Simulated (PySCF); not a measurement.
C2H8BFN2, SMILES C[C@H](F)B(N)N.

Geometry optimised at PBE-D3(BJ)/def2-SVP. The structure was generated by enumeration; whether it is a known compound was not checked. One conformer was computed; it need not be the lowest.

All values below come from PBE-D3(BJ)/def2-SVP in PySCF.

Harmonic, unscaled wavenumbers; measured fundamentals usually lie a few per cent lower.

```csv
mode,ν (cm⁻¹),IR (km/mol),moving atoms (share of kinetic energy)
1,45,0.3,"N 43 %, F 20 %, H 19 %, C 18 %"
2,192,1.5,"C 32 %, H 28 %, N 26 %, F 12 %"
3,216,3.0,"H 68 %, N 14 %, C 11 %"
4,254,4.0,"H 53 %, N 22 %, F 17 %"
5,284,85.9,"H 82 %, N 16 %"
6,326,17.5,"H 37 %, N 30 %, F 17 %, C 10 %"
7,363,186.0,"H 75 %, N 19 %"
8,398,23.1,"H 34 %, F 26 %, C 24 %, N 8 %"
9,441,4.1,H 82 %
10,462,14.6,"H 35 %, F 23 %, N 17 %, C 14 %, B 11 %"
11,589,3.9,"H 65 %, B 18 %, C 9 %"
12,605,0.4,"H 45 %, B 43 %, N 8 %"
13,711,1.4,"C 36 %, H 34 %, N 16 %, B 11 %"
14,823,0.3,"H 76 %, N 23 %"
15,874,14.2,"H 44 %, C 29 %, F 20 %"
16,896,9.7,"H 53 %, N 44 %"
17,973,16.2,"H 69 %, C 23 %"
18,1048,57.3,"C 64 %, H 23 %, F 12 %"
19,1091,20.2,"C 54 %, H 39 %"
20,1203,33.9,"H 61 %, B 19 %, C 14 %"
21,1291,11.3,"H 83 %, C 14 %"
22,1328,18.6,"H 35 %, B 31 %, C 29 %"
23,1334,21.7,"H 71 %, C 20 %"
24,1391,30.8,"H 67 %, B 29 %"
25,1403,17.0,"H 75 %, B 19 %"
26,1427,1.5,H 94 %
27,1530,79.9,"H 75 %, N 18 %"
28,1560,257.0,"H 52 %, N 25 %, B 23 %"
29,2929,41.8,H 92 %
30,2966,19.0,H 97 %
31,3057,23.0,"H 90 %, C 10 %"
32,3063,19.5,"H 91 %, C 9 %"
33,3528,38.1,H 96 %
34,3537,12.1,H 96 %
35,3635,25.8,"H 91 %, N 9 %"
36,3638,18.9,"H 91 %, N 9 %"
```
